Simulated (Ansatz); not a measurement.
CH9GeNOSi (`CO[SiH2][NH][GeH3]`). The species carries charge 0 and has multiplicity 1. Correlated methods include outer-core shells of Ge, which these sets cover unevenly. Scalar relativity is left out up to krypton.

Cartesian coordinates in Å:
```
C 1.818 -1.486 1.113
O 0.555 -0.967 0.773
Si 0.167 -0.532 -0.767
N -1.329 0.279 -0.811
Ge -1.657 1.969 -0.156
H 1.880 -1.557 2.201
H 2.631 -0.838 0.763
H 1.968 -2.487 0.693
H 0.074 -1.746 -1.624
H 1.243 0.371 -1.260
H -2.150 -0.288 -0.958
H -2.333 1.912 1.226
H -2.578 2.714 -1.137
H -0.289 2.657 -0.057
```

(1) Give the diagnostics of a CCSD(T)/def2-TZVPP run (frozen core, Ansatz 0.2.0). (An estimate is asked.)

## Answers

(1) Ansatz gave: T1 = 0.0113, largest single amplitude 0.012, largest double 0.016, (T) share of the correlation energy 3.5 %, 9 CCSD cycles. The RHF solution is stable towards an unrestricted one. T1 lies under the customary mark of 0.02 for closed shells.
